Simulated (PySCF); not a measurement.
PySCF input for Be(OH)(OMe) (CH₄BeO₂), SMILES [Be]([O]C)[OH], IEF-PCM-M06-2X/def2-SVP. Geometry: PBE0-D3(BJ)/def2-SVP. Other conformers were not sampled.

```python
import numpy as np
from pyscf import gto, scf, dft
from pyscf.solvent import pcm

mol = gto.M(
    atom='''
    Be    0.39823326    0.12293703    0.67008367
    O     1.21484773    0.38474236    1.79623840
    H     2.08730972    0.73520170    1.95314301
    O    -0.44453162   -0.15227437   -0.40590693
    C    -1.03454156   -0.32551548   -1.63035061
    H    -1.11314332    0.62796727   -2.18532455
    H    -0.46485874   -1.03152387   -2.26307956
    H    -2.05752019   -0.73004424   -1.52562165
    ''',
    basis='def2-SVP',
    charge=0,
    spin=0,
    max_memory=1600,
    verbose=3,
)
mf = dft.RKS(mol, xc='m06-2x').density_fit(auxbasis='def2-universal-jkfit')
mf.grids.level = 4
mf.conv_tol = 1e-9
mf.max_cycle = 100
mf.kernel()
res = {}
for name, eps in {'water': 78.355, 'ethanol': 24.852, 'diethylether': 4.24}.items():
    s = mf.PCM()
    s.with_solvent.method, s.with_solvent.eps, s.with_solvent.lebedev_order = 'IEF-PCM', eps, 29
    s.kernel(mf.make_rdm1())
    res[name] = (s.e_tot, eps, s.dip_moment(), s.mo_energy, s.converged)
    print(f'{name}: electrostatic solvation free energy {(s.e_tot - mf.e_tot) * 627.509474:.3f} kcal/mol')
```

Log of the run:

```
converged SCF energy = -205.564600285407

WARN: PCM is an experimental feature. It is still in testing.
Features and APIs may be changed in the future.

converged SCF energy = -205.572981750898
Dipole moment(X, Y, Z, Debye):  1.01229,  0.50235, -1.48566
water: electrostatic solvation free energy -5.259 kcal/mol

WARN: PCM is an experimental feature. It is still in testing.
Features and APIs may be changed in the future.

converged SCF energy = -205.572607915535
Dipole moment(X, Y, Z, Debye):  1.00414,  0.49846, -1.47571
ethanol: electrostatic solvation free energy -5.025 kcal/mol

WARN: PCM is an experimental feature. It is still in testing.
Features and APIs may be changed in the future.

converged SCF energy = -205.57028123347
Dipole moment(X, Y, Z, Debye):  0.95644,  0.47556, -1.41551
diethylether: electrostatic solvation free energy -3.565 kcal/mol
```

Self-consistency was reached.

Cost: about 30 core-seconds (a rough figure).
